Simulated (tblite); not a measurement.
Compound: C4H7Si (doublet state).
SMILES with atom numbers: `[CH:1]#[C:2][Si:3]([CH3:4])[CH3:5]` (hydrogens: H6 on C1; H7, H8, H9 on C4; H10, H11, H12 on C5)
Bond orders are those of one Lewis drawing.

Computed with GFN2-xTB (tblite), gas phase: L-BFGS steps from a force-field or distance-geometry start until the largest atomic force falls under 0.01 eV/Å.

The end geometry, which sets the zero of energy:
```
atom  x, y, z in Å
C1     -1.8826    1.6173    1.5451
C2     -1.1500    1.0145    0.7978
Si3    -0.1443    0.2456   -0.5315
C4     -0.5209   -1.6084   -0.7211
C5      1.7117    0.5948   -0.3112
H6     -2.4981    2.1128    2.2395
H7     -0.1640   -2.1604    0.1466
H8     -0.0415   -2.0275   -1.6014
H9     -1.5889   -1.7834   -0.8070
H10     1.9088    1.6612   -0.2646
H11     2.2936    0.1826   -1.1309
H12     2.0776    0.1502    0.6128
```

**Question.** These geometries come from the run, each turned onto the end geometry. Order them by energy, lowest first.
A.
```
atom  x, y, z in Å
C1     -1.9334    1.6873    1.4527
C2     -1.1706    1.0468    0.7685
Si3    -0.1418    0.2358   -0.5124
C4     -0.4946   -1.6240   -0.7229
C5      1.7141    0.5661   -0.2552
H6     -2.5608    2.2184    2.1067
H7      0.2224   -2.2207   -0.1608
H8     -0.4385   -1.9268   -1.7659
H9     -1.4841   -1.8758   -0.3530
H10     1.9006    1.6173   -0.0577
H11     2.3019    0.2771   -1.1227
H12     2.0863   -0.0022    0.5967
```
B.
```
atom  x, y, z in Å
C1     -1.9255    1.5880    1.3626
C2     -1.1940    1.0818    0.5689
Si3    -0.0577    0.2655   -0.6163
C4     -0.5104   -1.5683   -0.6663
C5      1.7546    0.5744   -0.2137
H6     -2.5887    2.0332    2.0705
H7      0.2690   -2.1759   -0.1962
H8     -0.6786   -1.9149   -1.6859
H9     -1.4337   -1.7533   -0.1140
H10     1.9319    1.6246    0.0386
H11     2.3040    0.3603   -1.1280
H12     2.1304   -0.1161    0.5540
```
C.
```
atom  x, y, z in Å
C1     -1.9532    1.6154    1.3848
C2     -1.1595    1.0800    0.6524
Si3    -0.0873    0.2675   -0.5995
C4     -0.5218   -1.5867   -0.6822
C5      1.7606    0.5730   -0.2600
H6     -2.6146    2.0653    2.0677
H7      0.2632   -2.1827   -0.2215
H8     -0.6672   -1.9573   -1.6925
H9     -1.4413   -1.7709   -0.1342
H10     1.9361    1.6026    0.0396
H11     2.3874    0.3719   -1.1254
H12     2.0991   -0.0787    0.5450
```
D.
```
atom  x, y, z in Å
C1     -1.8765    1.6559    1.5063
C2     -1.1668    1.0014    0.7808
Si3    -0.1509    0.2217   -0.5336
C4     -0.5091   -1.6325   -0.7373
C5      1.6962    0.5908   -0.2731
H6     -2.4633    2.1970    2.1918
H7      0.0202   -2.2083    0.0212
H8     -0.2021   -2.0002   -1.7119
H9     -1.5702   -1.8338   -0.6318
H10     1.8709    1.6585   -0.1845
H11     2.3023    0.2260   -1.0982
H12     2.0506    0.1227    0.6445
```
E.
```
atom  x, y, z in Å
C1     -1.9271    1.5896    1.3637
C2     -1.1826    1.0728    0.5518
Si3    -0.0403    0.2586   -0.6137
C4     -0.5000   -1.5432   -0.6661
C5      1.7247    0.5674   -0.2086
H6     -2.5970    2.0389    2.0772
H7      0.2742   -2.1812   -0.1895
H8     -0.6818   -1.9173   -1.6947
H9     -1.4437   -1.7578   -0.1086
H10     1.9344    1.6402    0.0385
H11     2.3061    0.3575   -1.1356
H12     2.1346   -0.1264    0.5597
```

**Answer.** D (0.005 eV), A (0.015 eV), C (0.032 eV), B (0.114 eV), E (0.249 eV).

In the order of the answer:

```
step  E above end (eV)  largest force (eV/Å)  rms force component (eV/Å)  rms distance from end (Å)  rms bond change (Å)  bond most changed (Å)
  62             0.005                  0.05                       0.022                      0.114                0.001          Si3–C4 -0.002
  42             0.015                  0.11                       0.031                      0.258                0.002          C2–Si3 -0.004
  13             0.032                  0.15                       0.042                      0.355                0.002          Si3–C4 +0.005
   1             0.114                  2.03                       0.452                      0.366                0.011          Si3–C5 -0.019
   0             0.249                  2.18                       0.693                      0.369                0.032          Si3–C5 -0.064
```

The cost below is that of the whole relaxation. The run took 0.37 s of wall time on one thread, Arm Neoverse V1 (aarch64), shared host with 32 logical CPUs at a one-minute load of 26.
